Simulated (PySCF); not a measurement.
SSn (SMILES [S]=[Sn]), singlet, geometry from GFN2-xTB (such geometries of metal compounds can be far from the true shape) (all electrons, no relativity); PBE/STO-3G run with PySCF.

The PySCF input:
```python
from pyscf import gto, scf, dft

mol = gto.Mole()
mol.atom = '''
    Sn   -0.000000   -0.000000   -0.541068
    S     0.000000    0.000000    1.690837
'''
mol.basis = 'sto-3g'
mol.charge = 0
mol.spin = 0
mol.verbose = 4
mol.build()

mf = dft.RKS(mol)
mf.xc = 'pbe'
mf.grids.radi_method = dft.radi.delley
mf.kernel()
```

Task: Write the output that PySCF gives for this input, abridged.

Result: 
```
PySCF version 2.14.0

[INPUT] verbose = 4
[INPUT] num. atoms = 2
[INPUT] num. electrons = 66
[INPUT] charge = 0
[INPUT] spin (= nelec alpha-beta = 2S) = 0
[INPUT] symmetry False subgroup None
[INPUT] Mole.unit = angstrom
[INPUT] Symbol           X                Y                Z      unit          X                Y                Z       unit  Magmom
[INPUT]  1 Sn     0.000000000000   0.000000000000  -0.541068000000 AA    0.000000000000   0.000000000000  -1.022470334766 Bohr   0.0
[INPUT]  2 S      0.000000000000   0.000000000000   1.690837000000 AA    0.000000000000   0.000000000000   3.195218851281 Bohr   0.0

nuclear repulsion = 189.677324409417
number of shells = 16
number of NR pGTOs = 108
number of NR cGTOs = 36
basis = sto-3g
ecp = {}

******** <class 'pyscf.dft.rks.RKS'> ********
method = RKS
initial guess = minao
damping factor = 0
level_shift factor = 0
DIIS = <class 'pyscf.scf.diis.CDIIS'>
diis_start_cycle = 1
diis_space = 8
diis_damp = 0
SCF conv_tol = 1e-09
SCF conv_tol_grad = None
SCF max_cycles = 50
direct_scf = True
direct_scf_tol = 1e-13
XC library pyscf.dft.libxc version 7.1.2
    S. Lehtola, C. Steigemann, M. J. T. Oliveira, and M. A. L. Marques,  SoftwareX 7, 1–5 (2018)
XC functionals = pbe
    J. P. Perdew, K. Burke, and M. Ernzerhof,  Phys. Rev. Lett. 77, 3865 (1996)
    J. P. Perdew, K. Burke, and M. Ernzerhof,  Phys. Rev. Lett. 78, 1396 (1997)
    J. P. Perdew, K. Burke, and M. Ernzerhof,  Phys. Rev. Lett. 77, 3865 (1996)
    J. P. Perdew, K. Burke, and M. Ernzerhof,  Phys. Rev. Lett. 78, 1396 (1997)
radial grids: B. Delley radial grids. Ref. JCP 104, 9848 (1996); DOI:10.1063/1.471749. log2 algorithm
becke partition: Becke, JCP 88, 2547 (1988); DOI:10.1063/1.454033
pruning grids: <function nwchem_prune>
grids dens level: 3
symmetrized grids: False
atomic radii adjust function: <function treutler_atomic_radii_adjust>
small_rho_cutoff = 0
Set gradient conv threshold to 3.16228e-05
Initial guess from minao.
tot grids = 39976
init E= -6341.92573043212
  HOMO = -0.500925833927294  LUMO = -0.386976515369283  gap/eV = 3.10072
cycle= 1 E= -6358.00467418178  delta_E= -16.1  |g|= 0.893  |ddm|= 2.71
  HOMO = -0.00896000012499448  LUMO = 0.139547760940328  gap/eV = 4.04110
cycle= 2 E= -6357.55220617809  delta_E= 0.452  |g|= 0.771  |ddm|= 3.98
  HOMO = -0.0610279761301321  LUMO = 0.0810373352523497  gap/eV = 3.86579
cycle= 3 E= -6357.01112905597  delta_E= 0.541  |g|= 1.59  |ddm|= 4.93
  HOMO = -0.0595407876214809  LUMO = 0.0842659153325452  gap/eV = 3.91318
cycle= 4 E= -6356.88755432251  delta_E= 0.124  |g|= 1.62  |ddm|= 0.154
  HOMO = -0.0659699134770496  LUMO = 0.0504285486782949  gap/eV = 3.16736
cycle= 5 E= -6358.03915477713  delta_E= -1.15  |g|= 0.831  |ddm|= 1.67
  HOMO = -0.091511209512461  LUMO = 0.0317985408462165  gap/eV = 3.35543
cycle= 6 E= -6358.30505537944  delta_E= -0.266  |g|= 0.131  |ddm|= 1.04
  HOMO = -0.0909809719494836  LUMO = 0.0320863939803976  gap/eV = 3.34883
cycle= 7 E= -6358.3118023345  delta_E= -0.00675  |g|= 0.0386  |ddm|= 0.154
  HOMO = -0.0911404945638741  LUMO = 0.0321956530969451  gap/eV = 3.35615
cycle= 8 E= -6358.31245240788  delta_E= -0.00065  |g|= 0.00589  |ddm|= 0.0758
  HOMO = -0.0910542826950726  LUMO = 0.0322107151204059  gap/eV = 3.35421
cycle= 9 E= -6358.3124680298  delta_E= -1.56e-05  |g|= 0.000751  |ddm|= 0.0115
  HOMO = -0.0910660315510583  LUMO = 0.0322110527674358  gap/eV = 3.35454
cycle= 10 E= -6358.3124682851  delta_E= -2.55e-07  |g|= 6.06e-05  |ddm|= 0.0014
  HOMO = -0.0910654219258561  LUMO = 0.0322111103483502  gap/eV = 3.35453
cycle= 11 E= -6358.31246828678  delta_E= -1.68e-09  |g|= 5e-07  |ddm|= 0.000105
  HOMO = -0.0910654189915326  LUMO = 0.0322111108035493  gap/eV = 3.35453
cycle= 12 E= -6358.31246828678  delta_E= 3.64e-12  |g|= 3.25e-08  |ddm|= 9.28e-07
  HOMO = -0.0910654179821898  LUMO = 0.0322111104885374  gap/eV = 3.35453
Extra cycle  E= -6358.31246828677  delta_E= 5.46e-12  |g|= 1.84e-07  |ddm|= 3.73e-07
converged SCF energy = -6358.31246828677
```
